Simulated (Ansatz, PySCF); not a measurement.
Reaction (SMILES): [CH2]BC → [CH2-]BC (an electron is taken up)
Each molecule is optimised on its own at B3LYP-D3(BJ)/def2-TZVP (Ansatz, a quantum-chemistry and plane-wave program), one conformer each, not searched for the lowest.

Quantity: adiabatic electron affinity (electronic energy difference), positive where the reaction releases energy, in eV. Correlated levels leave the core frozen unless marked. UHF or UKS for open shells. Spin-orbit coupling is left out. Non-relativistic. Anions need diffuse functions: aug- sets have them; def2-D sets add few; the other sets have none. CBS marks a two-point X^-3 extrapolation of the correlation energy; Hartree-Fock from the larger set. [CCSD(T)-MP2]/basis is that difference in the basis named.

```json
[
 {"level": "HF/cc-pVDZ", "program": "Ansatz", "adiabatic electron affinity (eV)": "-0.21", "minus last row": "-1.98"},
 {"level": "HF/aug-cc-pVQZ", "program": "Ansatz", "adiabatic electron affinity (eV)": "0.10", "minus last row": "-1.67"},
 {"level": "PBE-D3(BJ)/def2-TZVPD", "program": "Ansatz + dftd3", "adiabatic electron affinity (eV)": "1.72", "minus last row": "-0.05"},
 {"level": "r2SCAN/def2-TZVPD", "program": "Ansatz", "adiabatic electron affinity (eV)": "1.50", "minus last row": "-0.27"},
 {"level": "r2SCAN-D3(BJ)/def2-TZVPD", "program": "Ansatz + dftd3", "adiabatic electron affinity (eV)": "1.50", "minus last row": "-0.27"},
 {"level": "PBE0-D4/def2-TZVP", "program": "Ansatz + dftd4", "adiabatic electron affinity (eV)": "1.52", "minus last row": "-0.25"},
 {"level": "PBE0/def2-TZVPD", "program": "Ansatz", "adiabatic electron affinity (eV)": "1.54", "minus last row": "-0.23"},
 {"level": "r2SCAN0-D4/def2-TZVPD", "program": "Ansatz + dftd4", "adiabatic electron affinity (eV)": "1.42", "minus last row": "-0.35"},
 {"level": "M06-2X/def2-TZVPD", "program": "PySCF", "adiabatic electron affinity (eV)": "1.59", "minus last row": "-0.18"},
 {"level": "HSE06/def2-TZVPD", "program": "Ansatz", "adiabatic electron affinity (eV)": "1.54", "minus last row": "-0.23"},
 {"level": "CAM-B3LYP-D4/def2-TZVPD", "program": "Ansatz + dftd4", "adiabatic electron affinity (eV)": "1.63", "minus last row": "-0.14"},
 {"level": "CAM-B3LYP/def2-TZVPD", "program": "Ansatz", "adiabatic electron affinity (eV)": "1.60", "minus last row": "-0.17"},
 {"level": "B2PLYP/def2-TZVPD", "program": "Ansatz", "adiabatic electron affinity (eV)": "1.60", "minus last row": "-0.17"},
 {"level": "MP2/6-31G", "program": "Ansatz", "adiabatic electron affinity (eV)": "0.56", "minus last row": "-1.21"},
 {"level": "MP2/aug-cc-pVTZ", "program": "Ansatz", "adiabatic electron affinity (eV)": "1.78", "minus last row": "0.01"},
 {"level": "SCS-MP2/6-31G", "program": "Ansatz", "adiabatic electron affinity (eV)": "0.53", "minus last row": "-1.24"},
 {"level": "SCS-MP2/aug-cc-pVDZ", "program": "Ansatz", "adiabatic electron affinity (eV)": "1.59", "minus last row": "-0.18"},
 {"level": "SCS-MP2/cc-pwCVTZ", "program": "Ansatz", "adiabatic electron affinity (eV)": "1.50", "minus last row": "-0.27"},
 {"level": "CCSD/6-31G", "program": "Ansatz", "adiabatic electron affinity (eV)": "0.53", "minus last row": "-1.24"},
 {"level": "CCSD/aug-cc-pVTZ", "program": "Ansatz", "adiabatic electron affinity (eV)": "1.54", "minus last row": "-0.23"},
 {"level": "RI-MP2/CBS(aug-cc-pVTZ,aug-cc-pVQZ)+[CCSD(T)-MP2]/aug-cc-pVTZ", "program": "Ansatz", "adiabatic electron affinity (eV)": "1.77", "minus last row": "0.00"}
]
```
